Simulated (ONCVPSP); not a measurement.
# Before and after: ONCV potential for Au (Z = 79)

| Property | Result |
| --- | --- |
| Element | gold |
| Generator | ONCVPSP 4.0.1 |
| Type | optimised norm-conserving Vanderbilt (ONCV) |
| Functional | PBE |
| Relativity | fully relativistic |
| Frozen core | [Kr] 4d10 4f14 |
| Valence charge | 19 |
| Reference configuration | 5s2 5p6 5d10 6s0.75 (charge +0.25) |
| Partial waves | 5s+6s: rc 1.55 bohr, ncon 4, nbas 9, qcut 8.5 1/bohr, 3 projectors, debl 4 Ha; 5p: rc 1.15 bohr, ncon 4, nbas 6, qcut 8.4 1/bohr, 1 projector; 5d: rc 1.40 bohr, ncon 5, nbas 9, qcut 7.9 1/bohr, 1 projector |
| Local potential | polynomial inside 1.15 bohr (lpopt 5, dvloc0 0 Ha) |
| Core correction | Teter function, fcfact 2, rcfact 1.65 |

Open shells are filled in proportion to 2j + 1.

Change: all radii but the core radius scaled by about 1.21 (s 1.88, p 1.40, d 1.70 bohr); local potential polynomial inside 1.40 bohr (lpopt 5, dvloc0 0 Ha).

Cutoffs: the cutoffs (Ha) at which the residual kinetic energy of the hardest occupied pseudo-wave falls to 1 and 0.1 mHa per electron; they do not see the model core or the augmentation charge, which bear on the density cutoff. Errors are all-electron minus pseudo energies relative to the spin-unpolarised reference configuration.

Predict the effect on cutoff, ghosts and configuration errors.

The potential gets softer (63 Ha and 78 Ha → 30 Ha and 36 Ha); of the 4 tests that both files solve, the error grows in 2 and shrinks in 1 by more than 15 % and 0.3 meV (median size 1.3 → 1.2 meV); neither file shows a bound ghost. A larger radius leaves more room for a smooth pseudo-wave, so fewer plane waves are needed.

```csv
quantity,base,changed
"cutoff, loose",63 Ha,30 Ha
"cutoff, tight",78 Ha,36 Ha
loose cutoff by channel,"s 26 Ha, p 63 Ha, d 20 Ha","s 19 Ha, p 30 Ha, d 21 Ha"
bound ghosts,none,none
GHOST(+) flags under 300 eV,none,none
"error for 5s2 5p6 5d10 6s1, meV [ΔE -1.67 eV]",-0.2,-0.2
"error for 5s2 5p6 5d10 6s0, meV [ΔE 7.76 eV]",-1.4,-2.2
"error for 5s2 5p6 5d9 6s0, meV [ΔE 28.99 eV]",+1.3,0.0
"error for 5s2 5p5 5d10 6s1, meV [ΔE 65.57 eV]",-8.6,-31
"rms error of d²Exc/dni dnj with the model core, mHa",3.36,3.55
```
